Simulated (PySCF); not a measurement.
A structure optimised at PBE-D3(BJ)/def2-SVP, used in a PySCF frequency run:

```
C
H 1 1.1123
O 1 1.4524 2 104.27
H 3 0.9776 1 106.61 2 -170.06
C 1 1.5222 2 109.38 3 -120.41
H 5 1.1098 1 110.97 2 -59.25
H 5 1.1101 6 108.14 1 -121.99
H 5 1.1118 6 107.11 7 -116.20
Si 1 1.9198 2 107.94 3 110.93
O 9 1.6827 1 103.90 2 -71.55
H 10 0.9819 9 106.21 1 -22.91
H 9 1.5022 10 109.25 11 -146.10
H 9 1.5135 12 109.11 10 123.14
```
Charge 0, spin multiplicity 1.

Write its SMILES and formula.

C[C@H](O)[SiH2]O, C₂H₈O₂Si

What are its rotational constants (standard atomic weights)?

6.3621, 2.7022, 2.0614 GHz
